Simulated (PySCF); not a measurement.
An unknown is described by computed data only.

Formula: C13H12.

* Dipole: 0.38 D [PBE0/def2-SVPD]
* 1H NMR: chemical shifts (computed TMS as zero) by class: 7.41 (2 H), 7.33 (1 H), 7.30 (2 H), 7.26 (1 H), 7.26 (1 H), 7.26 (1 H), 7.15 (1 H), 2.31 (3 H) ppm [GIAO PBE/pcSseg-1]
* Triplet: lowest triplet excitation (Tamm–Dancoff): 3.75 eV [TDA PBE0/def2-SVPD]
* 13C NMR: chemical shifts (computed TMS as zero) by class: 147.3 (1 C), 146.6 (1 C), 138.5 (1 C), 133.5 (1 C), 133.0 (1 C), 132.8 (2 C), 131.0 (2 C), 130.3 (1 C), 129.9 (1 C), 129.1 (1 C), 24.3 (1 C) ppm [GIAO PBE/pcSseg-1]
* Polarisability: 150.9 au [PBE0/def2-SVPD]
* Rotational structure: rotational constants A, B, C: 1.856, 0.525, 0.447 GHz [PBE0-D3(BJ)/def2-SVP]

Gas-phase values; electronic properties from PySCF, density fitting. Levels stand in brackets. NMR shifts are as computed; neighbouring signals can stand in another order in a measured spectrum. The structure is a single PBE0-D3(BJ)/def2-SVP conformer in the gas phase; no vibrational or solvent corrections. Each NMR value is the plain mean over a class of atoms that symmetry, rotation or inversion makes alike.

**Question.** Propose a structure and show how it fits.

**Answer.** Numbering: `[CH3:1][c:2]1[cH:3][cH:4][cH:5][cH:6][c:7]1-[c:8]1[cH:9][cH:10][cH:11][cH:12][cH:13]1`. Its formula, C13H12, gives 8 degrees of unsaturation: 2 rings and 6 π bonds in the structure found (Kekulé form). 13 carbons fall into 11 classes; from least to most shielded: substituted aromatic carbon [C8] (147.3 ppm), substituted aromatic carbon [C7] (146.6 ppm), substituted aromatic carbon [C2] (138.5 ppm), aromatic CH carbon [C3] (133.5 ppm), aromatic CH carbon [C6] (133.0 ppm), aromatic CH carbon [C9/C13] (132.8 ppm, 2 C), aromatic CH carbon [C10/C12] (131.0 ppm, 2 C), aromatic CH carbon [C4] (130.3 ppm), aromatic CH carbon [C11] (129.9 ppm), aromatic CH carbon [C5] (129.1 ppm), benzylic-type carbon [C1] (24.3 ppm). Hydrogen classes from least to most shielded: 2 H on the meta carbons, C10/C12 (7.41 ppm), 1 H on the para carbon, C11 (7.33 ppm), 2 H on the ortho carbons, C9/C13 (7.30 ppm), 1 H on an aromatic CH carbon, C3 (7.26 ppm), 1 H on an aromatic CH carbon, C4 (7.26 ppm), 1 H on an aromatic CH carbon, C5 (7.26 ppm), 1 H on an aromatic CH carbon, C6 (7.15 ppm), 3 H on a benzylic-type carbon, C1 (2.31 ppm, a mean of values up to 0.7 ppm apart in this geometry). The optimised geometry has point group C1 and is an asymmetric top. Structure: 2-methylbiphenyl, `Cc1ccccc1-c1ccccc1`. Computed isomers that give other values at the same levels: `C=C(C)c1ccc2ccccc2c1` (13C chemical shifts (computed TMS as zero) by class: 152.8 (1 C), 143.4 (1 C), 134.3 (1 C), 134.1 (1 C), 132.1 (1 C), 131.2 (1 C), 131.1 (1 C), 129.4 (1 C), 129.0 (1 C), 128.4 (1 C), 126.3 (1 C), 118.5 (1 C), 24.7 (1 C) ppm); `C#C[C@@]1(C)C[C@@]12C=CC=C2C#CC` (13C chemical shifts (computed TMS as zero) by class: 147.7 (1 C), 144.9 (1 C), 135.0 (1 C), 132.8 (1 C), 103.8 (1 C), 91.8 (1 C), 85.4 (1 C), 70.0 (1 C), 55.7 (1 C), 35.0 (1 C), 32.2 (1 C), 21.8 (1 C), 6.6 (1 C) ppm); `C#C[C@@]1(C)C[C@]12C=CC=C2C#CC` (13C chemical shifts (computed TMS as zero) by class: 140.4 (1 C), 138.8 (1 C), 137.9 (1 C), 137.0 (1 C), 106.3 (1 C), 88.2 (1 C), 84.2 (1 C), 72.8 (1 C), 56.8 (1 C), 35.0 (1 C), 31.2 (1 C), 28.1 (1 C), 6.9 (1 C) ppm). The assignments are read from this structure; whether some other isomer fits the data as well wasn't checked.

Conformer computed: `[CH3:1][c:2]1[cH:3][cH:4][cH:5][cH:6][c:7]1-[c:8]1[cH:9][cH:10][cH:11][cH:12][cH:13]1`: C6–C7–C8–C9 -124°.
